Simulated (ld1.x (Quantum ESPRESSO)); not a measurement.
## selenium TM semilocal: all-electron and pseudo phase curves

ld1.x (Quantum ESPRESSO) 7.5 input, shortened:

```
&input
   title='Se', zed=34., rel=1, dft='PBE', iswitch=3,
   config='[Ar] 3d10 4s2 4p4 4d-2'
 /
 &inputp
   pseudotype=1, tm=.true., lloc=1,
   nlcc=.false.
 /
3
4S  1  0   2.00   0.00  1.65  1.65  0.0
4D  3  2  -2.00   0.15  1.60  1.60  0.0
4P  2  1   4.00   0.00  1.85  1.85  0.0
 &test
   configts(1)='4s2 4p4'
 /
```

The phase is arctan(r·u′/u) with u = r·R(r), unwrapped; energies in Ry, scanned from -3 to 5 Ry. A pole is an energy at which the radial function vanishes at the test radius. The pseudo phase is shifted by a multiple of π to meet the all-electron one at the reference energy, and phase errors are pseudo minus all-electron; the curves can meet again beyond the range given. Levels narrower than the energy grid can be missing from the lists of poles.

For each channel, where are the poles, and over which energies does the pseudopotential scatter like the atom?

```
channel  radius (bohr)  reference energy (Ry)  poles, all-electron  poles, pseudo  unbroken range about the reference energy with phases within 0.05 rad  phase error 1 Ry above the reference energy (rad)
      s           2.00                  -1.27                 0.91           0.85                                                              below 3.8                                             -0.002
      p           2.00                  -0.48                 2.53           2.42                                                        the whole range                                             -0.003
      d           2.00                   0.15                 none           3.20                                                              below 1.0                                             -0.075
```

Phases in the s channel:

```tsv
E (Ry)	all-electron	pseudo
-3.00	1.030	1.028
-2.76	0.952	0.949
-2.52	0.840	0.837
-2.28	0.672	0.669
-2.04	0.414	0.411
-1.80	0.036	0.034
-1.56	-0.405	-0.406
-1.32	-0.772	-0.772
-1.08	-1.020	-1.020
-0.84	-1.181	-1.182
-0.60	-1.290	-1.291
-0.36	-1.368	-1.369
-0.12	-1.426	-1.428
0.12	-1.471	-1.474
0.36	-1.507	-1.511
0.60	-1.538	-1.542
0.84	-1.564	-1.569
1.08	-1.587	-1.593
1.32	-1.608	-1.615
1.56	-1.627	-1.635
1.80	-1.645	-1.655
2.04	-1.662	-1.674
2.28	-1.679	-1.693
2.52	-1.695	-1.712
2.76	-1.712	-1.732
3.00	-1.729	-1.753
3.24	-1.747	-1.776
3.48	-1.766	-1.802
3.72	-1.787	-1.832
3.96	-1.810	-1.866
4.20	-1.835	-1.908
4.44	-1.864	-1.959
4.68	-1.897	-2.026
4.92	-1.937	-2.115
```
